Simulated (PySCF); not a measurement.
BiI3, charge -1, doublet, at a GFN2-xTB geometry (such geometries of metal compounds can be far from the true shape) (a state made from the parent by changing its charge; the spin is typed, not shown lowest) (core potentials on Bi, I). Base run: DF-SCAN/def2-TZVP (PySCF).

PySCF was given this input:
```python
from pyscf import gto, scf, dft

mol = gto.Mole()
mol.atom = '''
    Bi   -0.00000000    0.00000000    0.00000000
    I     0.50849353   -2.92869248   -0.04117158
    I     2.28231209    1.90454909    0.03528025
    I    -2.79080562    1.02414339    0.00589133
'''
mol.basis = 'def2-tzvp'
mol.ecp = {'Bi': 'def2-tzvp', 'I': 'def2-tzvp'}
mol.charge = -1
mol.spin = 1
mol.verbose = 4
mol.build()

mf = dft.UKS(mol)
mf.xc = 'scan'
mf = mf.density_fit(auxbasis='def2-universal-jkfit')
mf.kernel()
```

The base run was repeated with changes; each row names its change, and settings that it needs were set with it.

```
change                                     ΔE vs base (mEh)  grid points  electrons on the grid        outcome
-----------------------------------------  ----------------  -----------  ---------------------  -------------
base                                                  0.000        89320               99.00001      converged
grids.becke_scheme = stratmann                        0.044        89320               99.00000      converged
grids.prune = dft.gen_grid.sg1_prune                      -            -                      -  input refused
grids.atom_grid = (150, 974)                         -0.673       286192               99.00000      converged
grids.level = 4                                      -1.417       128680               99.00000      converged
grids.radi_method = gauss_chebyshev                  -1.539        84296               99.00001      converged
grids.radi_method = mura_knowles                     -0.055        77728               99.00001      converged
grids.radi_method = delley                           -1.028        82928               99.00001      converged
grids.level = 1                                       1.519        32840               98.99984      converged
grids.prune = dft.gen_grid.treutler_prune             0.001        89216               99.00001      converged
grids.atom_grid = (30, 110)                           130.3         9720               98.99941      converged
```

Open shells are given as the SCF converged; they aren't shown to be the lowest states, and a large step between rows can be another state.

- grids.prune = dft.gen_grid.sg1_prune: ended with `IndexError: index 83 is out of bounds for axis 0 with size 19`
